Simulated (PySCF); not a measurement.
## How methods differ on the ionisation energy of O²⁺

O²⁺ [He] 2s2 2p2 (3P) → O³⁺ [He] 2s2 2p1 (2P), as a difference of total energies. Computed with PySCF 2.14 in aug-cc-pVDZ (4s3p2d, 23 functions), with the non-relativistic Hamiltonian (point nucleus). Correlated levels: valence: 1s2 frozen. The calculations carry no spin-orbit coupling.

```json
{"method": "UHF", "ionisation energy (eV)": "54.634", "difference from reference (eV)": "-0.302"}
{"method": "B3LYP", "ionisation energy (eV)": "55.532", "difference from reference (eV)": "+0.596"}
{"method": "r2SCAN", "ionisation energy (eV)": "55.640", "difference from reference (eV)": "+0.704"}
{"method": "MP2 (valence)", "ionisation energy (eV)": "54.785", "difference from reference (eV)": "-0.151"}
{"method": "SCS-MP2 (valence)", "ionisation energy (eV)": "54.682", "difference from reference (eV)": "-0.254"}
{"method": "CCSD (valence)", "ionisation energy (eV)": "54.546", "difference from reference (eV)": "-0.390"}
{"method": "CCSD(T) (valence)", "ionisation energy (eV)": "54.551", "difference from reference (eV)": "-0.385"}
```

Reference: 54.936 eV (semi-empirical (NIST evaluation); NIST Atomic Spectra Database, ionization energies).

Errors of the correlated levels include the incompleteness of this basis and the frozen core.
